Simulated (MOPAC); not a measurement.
MOPAC input (PM3):

```
PM3 FORCE THERMO(298,298) PRECISE LET CHARGE=-1 GEO-OK AUX(PRECISION=9) THREADS=1
C3H6N

C    -0.84281086 1   -0.82688387 1    0.06089651 1
C    -0.93521931 1    0.64304449 1   -0.22304439 1
C     0.34439671 1    0.07933844 1    0.39753961 1
N     1.51984655 1    0.01035419 1   -0.36008501 1
H    -0.77825934 1   -1.52916372 1   -0.77512992 1
H    -1.46257708 1   -1.25677715 1    0.85501380 1
H    -1.62070715 1    1.25872350 1    0.36920712 1
H    -0.93696688 1    0.98736749 1   -1.26125009 1
H     0.45725814 1    0.29468046 1    1.48431353 1
H     2.27598428 1    0.15993812 1    0.27409450 1
```

Output:

```
 *******************************************************************************
 **                                                                           **
 **                              MOPAC v23.2.5                                **
 **                                                                           **
 *******************************************************************************
 ** MOPAC's Digital Object Identifier: https://doi.org/10.5281/zenodo.6511958 **
 **                                                                           **
 ** Please cite the open-source release paper for use of this MOPAC version:  **
 ** J. E. Moussa and J. J. P. Stewart (2026)                                  **
 ** MOPAC: An open-source semiempirical molecular orbital program             **
 ** J. Open Source Softw., 11(119), 8025, https://doi.org/10.21105/joss.08025 **
 *******************************************************************************

                              PM3 CALCULATION RESULTS

 *******************************************************************************
 *  PM3        - The PM3 Hamiltonian to be used
 *  GEO-OK     - OVERRIDE INTERATOMIC DISTANCE AND OTHER SAFETY CHECKS
 *
 *
 *
 *                 CHARGE ON SYSTEM = -1
 *
 *
 *
 *  LET        - OVERRIDE SOME SAFETY CHECKS
 *  PRECISE    - TIGHTER CRITERIA TO BE USED
 *  FORCE      - FORCE CALCULATION SPECIFIED
 *  AUX        - OUTPUT AUXILIARY INFORMATION
 *  THERMO     - THERMODYNAMIC QUANTITIES TO BE CALCULATED
 *******************************************************************************
PM3 FORCE THERMO(298,298) PRECISE LET CHARGE=-1 GEO-OK AUX(PRECISION=9) THREADS=1
 C3H6N

   ATOM   CHEMICAL          X               Y               Z
  NUMBER   SYMBOL      (ANGSTROMS)     (ANGSTROMS)     (ANGSTROMS)

     1       C         -0.84281086  *  -0.82688387  *   0.06089651  *
     2       C         -0.93521931  *   0.64304449  *  -0.22304439  *
     3       C          0.34439671  *   0.07933844  *   0.39753961  *
     4       N          1.51984655  *   0.01035419  *  -0.36008501  *
     5       H         -0.77825934  *  -1.52916372  *  -0.77512992  *
     6       H         -1.46257708  *  -1.25677715  *   0.85501380  *
     7       H         -1.62070715  *   1.25872350  *   0.36920712  *
     8       H         -0.93696688  *   0.98736749  *  -1.26125009  *
     9       H          0.45725814  *   0.29468046  *   1.48431353  *
    10       H          2.27598428  *   0.15993812  *   0.27409450  *

          CARTESIAN COORDINATES

    NO.       ATOM           X           Y           Z

     1         C         -0.8428     -0.8269      0.0609
     2         C         -0.9352      0.6430     -0.2230
     3         C          0.3444      0.0793      0.3975
     4         N          1.5198      0.0104     -0.3601
     5         H         -0.7783     -1.5292     -0.7751
     6         H         -1.4626     -1.2568      0.8550
     7         H         -1.6207      1.2587      0.3692
     8         H         -0.9370      0.9874     -1.2613
[...]

 VIBRATION         20    9A"          ATOM PAIR      ENERGY CONTRIBUTION    RADIAL
 FREQUENCY          3073.17         C  2 -- H  7         +35.9% ( 62.0%)     98.9%
 TRANSITION DIPOLE   0.1447         C  1 -- H  6         +35.9% ( 62.0%)     98.8%
 TRAVEL (Ang.)       0.2659         C  2 -- H  8         +12.9% ( 37.2%)     92.9%
 REDUCED MASS        0.3104         C  1 -- H  5         +12.9% ( 37.2%)     93.0%
 EFFECTIVE MASS      1.5242
 FORCE CONSTANT      1.7272

 VIBRATION         21   12A'          ATOM PAIR      ENERGY CONTRIBUTION    RADIAL
 FREQUENCY          3090.49         C  1 -- H  6         +38.3% ( 63.5%)     99.2%
 TRANSITION DIPOLE   0.2737         C  2 -- H  7         +38.3% ( 63.5%)     99.3%
 TRAVEL (Ang.)       0.2563         C  1 -- H  5         +10.6% ( 33.4%)     91.5%
 REDUCED MASS        0.3321         C  2 -- H  8         +10.6% ( 33.4%)     91.4%
 EFFECTIVE MASS      1.5154
 FORCE CONSTANT      1.8689

 VIBRATION         22   10A"          ATOM PAIR      ENERGY CONTRIBUTION    RADIAL
 FREQUENCY          3134.02         C  2 -- H  8         +37.2% ( 60.5%)     99.1%
 TRANSITION DIPOLE   0.0311         C  1 -- H  5         +37.2% ( 60.5%)     99.1%
 TRAVEL (Ang.)       0.2699         C  2 -- H  7         +12.2% ( 34.7%)     89.8%
 REDUCED MASS        0.2954         C  1 -- H  6         +12.2% ( 34.7%)     89.9%
 EFFECTIVE MASS      1.2689
 FORCE CONSTANT      1.7094

 VIBRATION         23   13A'          ATOM PAIR      ENERGY CONTRIBUTION    RADIAL
 FREQUENCY          3136.66         C  1 -- H  5         +39.3% ( 62.5%)     99.2%
 TRANSITION DIPOLE   0.0873         C  2 -- H  8         +39.3% ( 62.5%)     99.2%
 TRAVEL (Ang.)       0.2596         C  1 -- H  6          +9.8% ( 31.2%)     86.3%
 REDUCED MASS        0.3190         C  2 -- H  7          +9.8% ( 31.2%)     86.2%
 EFFECTIVE MASS      1.3314
 FORCE CONSTANT      1.8492

 VIBRATION         24   14A'          ATOM PAIR      ENERGY CONTRIBUTION    RADIAL
 FREQUENCY          3369.71         N  4 -- H 10         +99.4% (100.0%)     99.9%
 TRANSITION DIPOLE   0.6784         C  3 -- N  4          +0.6% (  7.7%)     10.9%
 TRAVEL (Ang.)       0.1460
 REDUCED MASS        0.9393
 EFFECTIVE MASS      1.4249
 FORCE CONSTANT      6.2838

      SYMMETRY NUMBER FOR POINT-GROUP Cs  =  1

          SYSTEM IS A GROUND STATE

 C3H6N

          MOLECULE IS NOT LINEAR

          THERE ARE 24 GENUINE VIBRATIONS IN THIS SYSTEM
          THIS THERMODYNAMICS CALCULATION IS LIMITED TO
          MOLECULES WHICH HAVE NO INTERNAL ROTATIONS

                    CALCULATED THERMODYNAMIC PROPERTIES
                                          *
   TEMP. (K)   PARTITION FUNCTION   H.O.F.    ENTHALPY  HEAT CAPACITY ENTROPY
                                   KCAL/MOL   CAL/MOLE    CAL/K/MOL  CAL/K/MOL

 298.00  VIB.     0.3770D+01                  1120.2027     9.5604     6.3963
         ROT.     0.3273D+05                   888.2803     2.9808    23.6400
         INT.     0.1234D+06                  2008.4830    12.5412    30.0362
         TRA.     0.4061D+27                  1480.4672     4.9680    37.9921
         TOT.                       39.656    3488.9502    17.5092    68.0283

   *: NOTE: HEATS OF FORMATION ARE RELATIVE TO THE
            ELEMENTS IN THEIR STANDARD STATE AT 298K
              (=  Standard Enthalpy of Formation).

            Hvib:  Zero-point energy is not included.
                   frequencies of less than zero cm-1 are not included.
            Hrot = (3/2)RT
            Htra = (3/2)RT + pV = (5/2)RT

            Heat capacity is Cp, not Cv

          For more information, see: HTTP://OpenMOPAC.net/Manual/thermochemistry.html

           FORCE CONSTANT IN CARTESIAN COORDINATES (Millidynes/A)

    ATOM   CHEMICAL       X               Y               Z
   NUMBER   SYMBOL  FORCE CONSTANT  FORCE CONSTANT  FORCE CONSTANT

      1       C        9.475232        5.389342        8.627133
      2       C        9.456523        5.407421        8.627763
      3       C        3.342764        9.868252        9.243643
      4       N        0.383089        8.744573        6.105230
      5       H        1.822022        0.967757        3.872722
      6       H        1.785133        0.978096        3.791843
      7       H        1.787735        0.983983        3.783355
      8       H        1.807546        0.973545        3.881411
      9       H        0.506782        1.742391        3.537946
     10       H        0.023762        5.780873        1.245848

 **********************
 *                    *
 * JOB ENDED NORMALLY *
 *                    *
 **********************

 == MOPAC DONE ==
```

The dipole moment of an ion depends on the origin.
